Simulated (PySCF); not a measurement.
germylsilane (H$_{6}$GeSi), singlet, at a GFN2-xTB geometry. Base run: HF/6-31G* run with PySCF.

Here is a job for PySCF.
```python
from pyscf import gto, scf

mol = gto.Mole()
mol.atom = '''
    Si   -1.567041    0.166939    0.037590
    Ge    0.749571   -0.079853   -0.017980
    H    -2.146440   -0.688106    1.073906
    H    -1.925321    1.555707    0.326932
    H    -2.150726   -0.204709   -1.251576
    H     1.245743   -1.412990   -0.497010
    H     1.480930    0.886275   -0.903769
    H     1.448124    0.081968    1.300636
'''
mol.basis = '6-31g*'
mol.charge = 0
mol.spin = 0
mol.verbose = 4
mol.build()

mf = scf.RHF(mol)
mf.kernel()
mo_i, mo_e, stable_i, stable_e = mf.stability(internal=True, external=True, return_status=True, nroots=6, tol=1e-6)
print('internally stable:', stable_i, ' externally stable:', stable_e)
if not stable_e:
    umf = mf.to_uhf() if not hasattr(mf, 'xc') else mf.to_uks()
    umf.scf_summary = {}
    umf.kernel(umf.make_rdm1(mo_e, umf.mo_occ))
mf.analyze()
```

The bond that is stretched is that between atoms 8 and 2. A test that says stable can miss a lower solution.

The base run was repeated with changes; each row names its change, and settings that it needs were set with it.

```
change       ΔE vs base (mEh)  <S^2>  E after following the instability (Eh)  <S^2> there  HOMO-LUMO gap (eV)   stability test says
-----------  ----------------  -----  --------------------------------------  -----------  ------------------  --------------------
base                    0.000  0.000                                       -            -               14.93                stable
bond × 1.25            22.414  0.000                                       -            -               14.00                stable
bond × 1.5             68.738  0.000                             -2367.39117         0.22               11.70  external instability
bond × 1.8              121.8  0.000                             -2367.36615         0.76                9.21  external instability
bond × 2.2              177.9  0.000                             -2367.35800         0.95                6.84  external instability
bond × 3.0              247.0  0.000                             -2367.35611         1.00                4.13  external instability
```

Where a bond breaks into two radicals, a solution with restricted orbitals usually stops being the lowest and lies too high; an unrestricted one lies lower at the price of spin contamination, which <S^2> shows.
